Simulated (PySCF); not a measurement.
2-(furan-2-yl)-1,3,4-oxadiazole (C₆H₄N₂O₂), SMILES c1coc(-c2nnco2)c1.

The structure is a stationary point at PBE0-D3(BJ)/def2-SVP. Other conformers were not sampled.

Level of theory: PySCF with TDA-B3LYP/def2-SVPD.

Vertical excitations. The molecule is in vacuum. State labels are in the subgroup Cs.

Problem. Give excitation energies, oscillator strengths and character. (An estimate is asked for; the answer gives what the named calculation found.)

Solution. 
```csv
state,symmetry,energy (eV),λ (nm),f,main pairs
S1,A",4.98,249,0.001,HOMO−1→LUMO 98 %
S2,A',5.01,247,0.739,HOMO→LUMO 92 %
S3,A',5.90,210,0.073,"HOMO→LUMO+1 48 %, HOMO−2→LUMO 36 %"
S4,A',6.12,203,0.005,"HOMO→LUMO+1 34 %, HOMO−2→LUMO 32 %, HOMO→LUMO+3 24 %"
S5,A",6.20,200,0.000,HOMO→LUMO+2 97 %
S6,A",6.35,195,0.011,"HOMO−1→LUMO+1 70 %, HOMO−4→LUMO 25 %"
T1,A',3.16,392,0,HOMO→LUMO 95 %
T2,A",4.55,272,0,HOMO−1→LUMO 93 %
```
Triplets are in the Tamm–Dancoff approximation.
